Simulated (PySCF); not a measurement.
C2H8InN. Atoms are numbered in the order given.

```xyz
12

In     0.0000     0.0000    -0.8667
H      0.0000    -1.5934    -1.5397
H      0.0000     1.5934    -1.5397
N      0.0000     0.0000     1.1945
C      0.0000     1.2076     1.9888
C      0.0000    -1.2076     1.9888
H     -0.8952     1.2715     2.6577
H      0.8952     1.2715     2.6577
H      0.0000     2.1105     1.3448
H      0.8952    -1.2715     2.6577
H     -0.8952    -1.2715     2.6577
H      0.0000    -2.1105     1.3448
```
Charge 0, spin multiplicity 1.

Geometry: PBE-D3(BJ)/def2-SVP. The structure was generated by enumeration; whether it is a known compound was not checked. The def2 effective core potentials stand for the cores of In; spin–orbit coupling is left out.

Computed with PBE-D3(BJ)/def2-SVP (PySCF).

Frequencies are harmonic and unscaled.

Computed normal modes with their intensities:
```
mode  ν (cm⁻¹)  IR (km/mol)  moving atoms (share of kinetic energy)
----  --------  -----------  --------------------------------------
1          160          7.4                          H 56 %, N 41 %
2          195          0.8                  C 41 %, H 39 %, N 17 %
3          223          0.0                                  H 92 %
4          263          0.0                                 H 100 %
5          285          8.2                 C 51 %, H 26 %, In 21 %
6          287          7.3                          H 67 %, N 28 %
7          390         46.9                           H 82 %, C 8 %
8          460         43.0                                  H 97 %
9          499         57.3                  H 42 %, C 27 %, N 24 %
10         541         65.7                           H 86 %, C 9 %
11         982         82.3                  C 43 %, H 33 %, N 24 %
12        1049          1.0                          H 73 %, C 25 %
13        1071          0.0                          H 80 %, C 20 %
14        1111          0.1                  H 69 %, C 20 %, N 11 %
15        1214         65.5                   N 58 %, C 32 %, H 9 %
16        1229          5.3                  H 42 %, N 33 %, C 24 %
17        1377          1.8                          H 87 %, C 13 %
18        1392          0.0                                  H 97 %
19        1398          8.5                                  H 97 %
20        1400         43.8                          H 82 %, C 18 %
21        1425         22.7                                  H 96 %
22        1445          1.5                                  H 96 %
23        1747         45.3                                 H 100 %
24        1770        226.7                                  H 99 %
25        2867         67.8                                  H 97 %
26        2874        256.1                                  H 97 %
27        2909        114.0                           H 91 %, C 9 %
28        2919          0.0                           H 91 %, C 9 %
29        3038         17.5                           H 91 %, C 9 %
30        3038         11.0                           H 91 %, C 9 %
```
